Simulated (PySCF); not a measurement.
# Fine-structure interval of Yb⁵¹⁺ by level of theory

Yb⁵¹⁺ [Ar] 3d1 [3d3/2^1, M_J = 3/2] → Yb⁵¹⁺ [Ar] 3d1 [3d5/2^1, M_J = 5/2], as a difference of total energies. Calculation: PySCF 2.14, in an even-tempered Gaussian basis (15 s from 14 bohr⁻², ratio 2.8; 12 p from 18 bohr⁻², ratio 2.8; 8 d from 18 bohr⁻², ratio 2.8; 3 f from 54 bohr⁻², ratio 3); the two-component X2C-1e Hamiltonian. Correlated levels: [Ne] frozen; the 72 highest virtual spinors dropped. "Screened" scales the spin-orbit matrix elements by Boettger's factors to mimic the two-electron term; Breit and QED terms are absent.

```
                    method  fine-structure interval (cm⁻¹)
 GHF (screened spin-orbit)                          482690
GMP2 (screened spin-orbit)                          483180
     GHF (bare spin-orbit)                          563850
```
